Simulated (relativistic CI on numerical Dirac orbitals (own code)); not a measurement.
**Re⁵⁶⁺: q coefficients and field-shift factors**

Calculated at this level of theory: Dirac-Coulomb-Breit CI, orbitals from a KLI potential per configuration, derivatives by finite differences, unscaled Slater integrals, QED left out (own radial code, finite nucleus).

Configuration list (outside the closed core [Ne]): 3s2 3p6 3d, 3s2 3p5 3d2, 3s 3p6 3d2, 3s2 3p6 4s, 3s2 3p6 4p, 3p6 3d3, 3p5 3d4. Double excitations out of closed p, d and f shells are left out; levels of such configurations are missing from the list, as are those of other unlisted configurations, and high levels can miss mixing partners.

With x = (α/α₀)² − 1 an excitation energy changes as ω = ω₀ + qx; K = 2q/ω₀ is the relative enhancement. Terms are leading LS components, so labels can repeat. The field-shift factor is F = δν/δ⟨r²⟩ for the transition from the lowest level.

Lowest level 3s2 3p6 3d 2D_3/2.

```tsv
Level	ω₀ (cm⁻¹)	q (cm⁻¹)	K	F (GHz/fm²)
3s2 3p6 3d 2D_5/2	663273	674600	2.03	17.3
3s2 3p5 3d2 4D°_3/2	2081609	136000	0.131	22.9
3s2 3p5 3d2 4D°_1/2	2097880	167000	0.159	23.4
3s2 3p5 3d2 4F°_5/2	2140145	138200	0.129	23.2
3s2 3p5 3d2 2G°_7/2	2160893	123200	0.114	23
3s2 3p5 3d2 2P°_3/2	2350005	164200	0.14	24.1
3s2 3p5 3d2 4D°_5/2	2696207	800000	0.593	39.8
3s2 3p5 3d2 4G°_9/2	2733790	789400	0.578	40
3s2 3p5 3d2 4F°_7/2	2759534	804300	0.583	40.5
3s2 3p5 3d2 4D°_3/2	2792585	811700	0.581	39.7
3s2 3p5 3d2 4P°_5/2	2809020	804500	0.573	40.4
3s2 3p5 3d2 2H°_11/2	2824245	789700	0.559	40.8
3s2 3p5 3d2 2G°_7/2	2836216	795800	0.561	40.4
3s2 3p5 3d2 2S°_1/2	2891816	807900	0.559	39.9
3s2 3p5 3d2 2F°_7/2	2927092	806000	0.551	41.3
3s2 3p5 3d2 4D°_5/2	2943128	805900	0.548	41.3
3s2 3p5 3d2 2G°_9/2	2969469	803600	0.541	41.4
3s2 3p5 3d2 4S°_3/2	2970900	815500	0.549	41.3
3s2 3p5 3d2 2D°_3/2	3122714	847400	0.543	30.9
3s2 3p5 3d2 2F°_5/2	3189586	819200	0.514	39.3
3s2 3p5 3d2 2P°_1/2	3243108	816200	0.503	35.7
3s2 3p5 3d2 4G°_11/2	3399033	1.444e+06	0.85	57.4
3s2 3p5 3d2 2D°_5/2	3461842	1.466e+06	0.847	57.4
```

At this charge energies of transitions that change n are usually good to better than 1 %, and those within a shell (Δn = 0) to a few per cent.
